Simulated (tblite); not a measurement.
C₅H₁₂Si₂.
SMILES with atom numbers: `[CH2:1]=[CH:2][CH2:3]/[C:4]([SiH3:5])=[CH:6]/[SiH3:7]` (hydrogens: H8, H9 on C1; H10 on C2; H11, H12 on C3; H13, H14, H15 on Si5; H16 on C6; H17, H18, H19 on Si7)

Computed with GFN2-xTB (tblite), gas phase: Langevin dynamics at 400 K from the optimised GFN2-xTB geometry, time step 0.5 fs, friction 0.01 fs⁻¹, 2000 steps. Over the second half of the run the saved frames average 463 K.

The optimised geometry, where the run starts:
```
atom  x, y, z in Å
C1     -2.673    1.627   -0.099
C2     -2.119    0.441    0.071
C3     -1.195   -0.210   -0.909
C4      0.169   -0.385   -0.283
Si5     0.288   -1.643    1.123
C6      1.198    0.353   -0.705
Si7     2.961    0.330   -0.060
H8     -3.322    2.067    0.639
H9     -2.505    2.209   -0.991
H10    -2.296   -0.123    0.978
H11    -1.128    0.397   -1.816
H12    -1.594   -1.193   -1.179
H13    -0.854   -2.560    1.020
H14     1.530   -2.410    1.012
H15     0.231   -0.955    2.417
H16     1.009    1.055   -1.516
H17     3.665   -0.866   -0.535
H18     2.983    0.355    1.405
H19     3.642    1.520   -0.581
```

t = 350 fs, T = 435 K, E(pot) 0.834 eV above the start
```
atom  x, y, z in Å  |  force x, y, z in eV/Å
C1     -2.733    0.914    0.047    0.031  -0.505   0.665
C2     -2.040   -0.163    0.341   -0.180  -0.397   0.784
C3     -1.149   -0.750   -0.666    1.417  -1.984  -0.928
C4      0.274   -1.114   -0.086   -1.547   0.808  -0.305
Si5     0.216   -2.674    0.979    0.836  -0.060  -2.095
C6      1.275   -0.255   -0.343   -1.665  -1.431   0.045
Si7     2.922   -0.126    0.429    1.740  -0.500  -0.460
H8     -3.478    1.289    0.678   -0.682   0.544   0.936
H9     -2.606    1.445   -0.840    0.138   0.512  -1.321
H10    -2.130   -0.637    1.340    0.035   0.141  -0.862
H11    -1.146   -0.099   -1.556    0.462  -0.009   0.364
H12    -1.539   -1.737   -1.075   -0.018   0.849   0.627
H13    -0.698   -3.720    0.637   -1.031  -0.129  -0.126
H14     1.402   -3.416    0.645    0.871  -0.177  -0.113
H15     0.290   -2.346    2.305   -0.139   0.597   2.479
H16     0.971    0.421   -1.106    0.317   1.034  -0.350
H17     3.956   -0.402   -0.620   -0.325   0.182   0.182
H18     3.393   -0.940    1.532   -0.310  -0.345   0.269
H19     3.034    1.222    0.889    0.051   0.870   0.209
```

t = 550 fs, T = 441 K, E(pot) 1.019 eV above the start
```
atom  x, y, z in Å  |  force x, y, z in eV/Å
C1     -2.169    1.954   -0.021   -1.107   1.111  -1.639
C2     -1.887    0.723    0.329    1.125   0.148   1.717
C3     -1.020   -0.209   -0.440    0.420   0.932   0.343
C4      0.264   -0.717    0.191   -0.276   0.655  -0.406
Si5     0.418   -2.468    0.657   -0.673  -2.045   0.840
C6      1.295    0.065    0.459    0.938   0.805  -1.068
Si7     3.145   -0.211    0.413    0.236  -0.149  -0.325
H8     -2.918    2.552    0.504    0.658  -0.119   0.112
H9     -1.955    2.353   -1.045   -0.093  -0.479   0.955
H10    -2.014    0.485    1.381   -0.513  -0.420  -0.110
H11    -0.799    0.388   -1.320    0.310  -0.502  -0.575
H12    -1.632   -1.052   -0.632   -0.526  -0.885  -0.660
H13     0.898   -3.494   -0.262    0.179   0.155  -0.286
H14     1.163   -2.667    1.915   -0.153   0.137  -0.186
H15    -1.022   -2.768    0.810    0.048  -0.299   0.228
H16     1.175    1.086    0.172   -0.356   1.098   0.053
H17     3.865    0.130   -0.860   -0.615  -0.376   0.149
H18     3.587   -1.454    0.972    0.049  -0.781  -0.039
H19     3.766    0.735    1.260    0.348   1.013   0.897
```

t = 700 fs, T = 419 K, E(pot) 1.379 eV above the start
```
atom  x, y, z in Å  |  force x, y, z in eV/Å
C1     -1.077    2.550    0.219   -0.177  -2.440  -1.634
C2     -1.380    1.256    0.371    0.930  -0.535  -1.113
C3     -0.866    0.191   -0.632    0.716   0.702   2.620
C4      0.452   -0.309    0.116    0.521   1.450  -0.825
Si5     0.498   -2.194    0.657    0.667   1.243   1.535
C6      1.438    0.669    0.285   -2.565  -1.724   0.024
Si7     3.069    0.403    1.130   -1.369  -2.807   0.820
H8     -1.425    3.187    0.947   -0.174   1.636   1.003
H9     -0.644    2.833   -0.748   -0.317   0.436   0.729
H10    -1.726    0.858    1.307   -0.366   0.017   0.058
H11    -0.607    0.703   -1.521    0.481   0.424  -0.940
H12    -1.598   -0.559   -0.896   -0.004  -0.371   0.455
H13     0.706   -3.184   -0.350    0.133  -0.271  -0.785
H14     1.648   -2.323    1.688   -0.719   0.133  -0.792
H15    -0.676   -2.714    1.427    0.135   0.493  -0.342
H16     1.193    1.745    0.100    0.062  -1.203  -0.257
H17     3.661    1.617    1.174    1.488   3.088   0.409
H18     3.930   -0.277    0.132   -0.099  -0.419   0.446
H19     2.689   -0.015    2.620    0.658   0.148  -1.411
```

t = 775 fs, T = 561 K, E(pot) 1.366 eV above the start
```
atom  x, y, z in Å  |  force x, y, z in eV/Å
C1     -1.391    2.587    0.140    1.451  -2.185  -2.802
C2     -1.549    1.252    0.101   -0.980  -0.113   1.588
C3     -0.794    0.246   -0.669    1.320   0.285  -1.315
C4      0.497   -0.193   -0.006    0.044  -0.666   0.272
Si5     0.467   -1.952    0.700    1.389   1.537   2.094
C6      1.511    0.640    0.102    1.403   1.091   1.678
Si7     3.143    0.617    1.127   -0.618  -0.653   1.416
H8     -2.164    3.077    0.555   -1.777   1.926   1.822
H9     -0.796    3.170   -0.606   -0.311  -0.823   0.856
H10    -2.280    0.786    0.875    1.109   0.834  -1.309
H11    -0.495    0.678   -1.660   -0.248  -0.069   0.580
H12    -1.271   -0.692   -0.897   -1.062  -0.001   0.075
H13     0.138   -2.882   -0.259   -0.420  -1.603  -1.689
H14     1.877   -2.252    1.333   -1.453   0.159  -0.524
H15    -0.727   -1.868    1.590    0.403  -0.149   0.045
H16     1.323    1.694   -0.050   -0.246   0.232  -0.834
H17     3.312    1.974    1.909   -0.046  -1.053  -0.971
H18     4.242    0.148    0.248   -0.173   0.317   0.278
H19     3.005   -0.394    2.384    0.214   0.931  -1.261
```

t = 875 fs, T = 392 K, E(pot) 1.130 eV above the start
```
atom  x, y, z in Å  |  force x, y, z in eV/Å
C1     -2.277    2.246   -0.366    3.010  -0.701  -1.484
C2     -1.698    1.018   -0.226   -2.465   1.283   0.700
C3     -0.675    0.403   -1.127    1.405   0.194   0.768
C4      0.507    0.084   -0.170   -1.468  -1.722  -0.008
Si5     0.389   -1.632    0.647   -0.381  -0.610   0.174
C6      1.477    0.906    0.148    0.811   0.287   0.070
Si7     2.995    0.957    1.236    0.637  -0.501  -2.521
H8     -2.919    2.760    0.283   -0.807  -0.220   0.950
H9     -1.861    3.004   -1.097   -0.486  -1.242   0.384
H10    -2.118    0.442    0.658    0.769   0.231  -1.274
H11    -0.319    1.157   -1.825   -0.194   0.119  -0.284
H12    -0.908   -0.528   -1.689   -0.414   0.650   0.562
H13     0.270   -2.809   -0.340    0.062   0.959   0.609
H14     1.563   -1.704    1.492    0.518  -0.260  -0.057
H15    -0.634   -1.784    1.730   -0.084   0.121  -0.618
H16     1.581    1.800   -0.398   -0.479   1.349  -0.905
H17     3.339    2.263    1.562    0.050   2.020   0.657
H18     4.178    0.759    0.325   -0.407  -0.499   0.275
H19     2.867    0.235    2.391   -0.078  -1.458   2.003
```

t = 950 fs
```
atom  x, y, z in Å
C1     -1.755    2.427   -0.522
C2     -1.592    1.062   -0.537
C3     -0.505    0.246   -1.209
C4      0.621    0.028   -0.191
Si5     0.692   -1.655    0.561
C6      1.478    1.020    0.081
Si7     2.994    0.942    1.211
H8     -2.545    2.841    0.031
H9     -0.950    3.092   -0.935
H10    -2.389    0.549   -0.015
H11    -0.082    0.848   -2.054
H12    -0.863   -0.734   -1.637
H13     0.637   -2.589   -0.696
H14     2.019   -1.928    1.164
H15    -0.538   -1.860    1.258
H16     1.224    2.093   -0.233
H17     3.531    2.239    1.504
H18     4.097   -0.015    0.744
H19     2.574    0.502    2.538
```

Problem. Estimate the potential energy and the forces of this last frame.

Solution. 0.717 eV above the start.

```json
{"atom": "C1", "Fx (eV/Å)": "2.621", "Fy (eV/Å)": "-2.546", "Fz (eV/Å)": "-0.807"}
{"atom": "C2", "Fx (eV/Å)": "-0.622", "Fy (eV/Å)": "2.225", "Fz (eV/Å)": "-0.308"}
{"atom": "C3", "Fx (eV/Å)": "-0.036", "Fy (eV/Å)": "0.638", "Fz (eV/Å)": "-0.183"}
{"atom": "C4", "Fx (eV/Å)": "0.116", "Fy (eV/Å)": "1.018", "Fz (eV/Å)": "-0.735"}
{"atom": "Si5", "Fx (eV/Å)": "1.042", "Fy (eV/Å)": "-1.546", "Fz (eV/Å)": "-1.445"}
{"atom": "C6", "Fx (eV/Å)": "-0.318", "Fy (eV/Å)": "1.300", "Fz (eV/Å)": "0.270"}
{"atom": "Si7", "Fx (eV/Å)": "0.180", "Fy (eV/Å)": "-1.075", "Fz (eV/Å)": "-0.149"}
{"atom": "H8", "Fx (eV/Å)": "-0.587", "Fy (eV/Å)": "0.534", "Fz (eV/Å)": "0.332"}
{"atom": "H9", "Fx (eV/Å)": "-1.183", "Fy (eV/Å)": "-0.651", "Fz (eV/Å)": "0.302"}
{"atom": "H10", "Fx (eV/Å)": "0.172", "Fy (eV/Å)": "-0.476", "Fz (eV/Å)": "-0.086"}
{"atom": "H11", "Fx (eV/Å)": "-0.342", "Fy (eV/Å)": "-0.418", "Fz (eV/Å)": "0.554"}
{"atom": "H12", "Fx (eV/Å)": "0.143", "Fy (eV/Å)": "1.013", "Fz (eV/Å)": "0.643"}
{"atom": "H13", "Fx (eV/Å)": "0.001", "Fy (eV/Å)": "0.510", "Fz (eV/Å)": "0.929"}
{"atom": "H14", "Fx (eV/Å)": "-0.551", "Fy (eV/Å)": "0.070", "Fz (eV/Å)": "0.091"}
{"atom": "H15", "Fx (eV/Å)": "-0.470", "Fy (eV/Å)": "-0.148", "Fz (eV/Å)": "0.584"}
{"atom": "H16", "Fx (eV/Å)": "0.391", "Fy (eV/Å)": "-1.537", "Fz (eV/Å)": "-0.108"}
{"atom": "H17", "Fx (eV/Å)": "0.289", "Fy (eV/Å)": "0.659", "Fz (eV/Å)": "-0.218"}
{"atom": "H18", "Fx (eV/Å)": "-0.741", "Fy (eV/Å)": "0.673", "Fz (eV/Å)": "0.142"}
{"atom": "H19", "Fx (eV/Å)": "-0.105", "Fy (eV/Å)": "-0.244", "Fz (eV/Å)": "0.191"}
```

The bond farthest from its length at the start is Si5–H13 (1.567 against 1.468 Å), and half the difference of its two atoms' forces along it is -1.55 eV/Å (positive lengthens). The largest atomic force is 3.74 eV/Å.

The cost below is that of the whole dynamics run. Hardware: one thread of an Arm Neoverse V1, no GPU, shared host with 32 logical CPUs at a one-minute load of 33. Cost: 18 s of wall time, 0.18 GiB resident at most.
